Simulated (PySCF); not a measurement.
Assigning NMR signals

Geometry:
```json
{"atom": "C1", "x (Å)": "-1.562", "y (Å)": "0.258", "z (Å)": "0.090"}
{"atom": "C2", "x (Å)": "-0.130", "y (Å)": "0.047", "z (Å)": "0.110"}
{"atom": "C3", "x (Å)": "1.080", "y (Å)": "-0.123", "z (Å)": "0.121"}
{"atom": "B4", "x (Å)": "2.564", "y (Å)": "-0.345", "z (Å)": "0.135"}
{"atom": "Br5", "x (Å)": "3.756", "y (Å)": "1.099", "z (Å)": "-0.245"}
{"atom": "H6", "x (Å)": "-1.814", "y (Å)": "1.320", "z (Å)": "0.233"}
{"atom": "H7", "x (Å)": "-2.063", "y (Å)": "-0.331", "z (Å)": "0.873"}
{"atom": "H8", "x (Å)": "-1.975", "y (Å)": "-0.059", "z (Å)": "-0.881"}
{"atom": "H9", "x (Å)": "3.069", "y (Å)": "-1.410", "z (Å)": "0.379"}
```

PySCF calculation with shieldings: GIAO PBE0/pcSseg-1, J: B3LYP/pcJ-1 (pcSseg-1 on Br) and PBE0-D3(BJ)/def2-SVP geometry; no solvent model, one averaged value for each set of equivalent atoms, one computed conformer, non-relativistic.

Shifts are taken against calculated references (same method and geometry level): 13C (σ = 184.41 ppm), 1H (σ = 31.27 ppm) against TMS.

(1) Assign these signals to the numbered atoms. 13C{1H} NMR (computed): δ 142.2, 96.1, 7.5.

(2) Assign these signals to the numbered atoms. 1H NMR (400 MHz, computed): δ 6.60 (br, 1H), 2.31 (s, 3H).

Answers

(1) 
| δ (ppm) | atoms | environment | reason |
| --- | --- | --- | --- |
| 142.2 | C2 | alkyne carbon | – |
| 96.1 | C3 | alkyne carbon | sp carbons lie upfield of alkene carbons because the cylindrical π system leaves one tensor component strongly shielded |
| 7.5 | C1 | propargylic methyl carbon | saturated and bonded to C and H only |

(2) 
| δ (ppm) | atoms | environment | reason |
| --- | --- | --- | --- |
| 6.60 | H9 | hydrogen on a boron bonded to C, Br | – |
| 2.31 | H6/H7/H8 | hydrogen on a propargylic methyl carbon | – |

Relativistic effects, spin–orbit coupling among them, are left out; they matter for Br and for the light atoms bonded to it. Hydrogens on boron are broadened and split by 11B (spin 3/2, 80 %) and 10B (spin 3). A carbon bonded to boron is broadened by the quadrupolar boron nucleus and is often missing from a measured spectrum. Shifts are as computed. Against solution values, carbons near 30 ppm lie about +2 ppm off and those near 130 ppm about +5 ppm. Of 1211 compounds with measured shifts, 218 miss one by over three times the rms of a fit or turn the order of signals round; such compounds aren't used in these exercises.
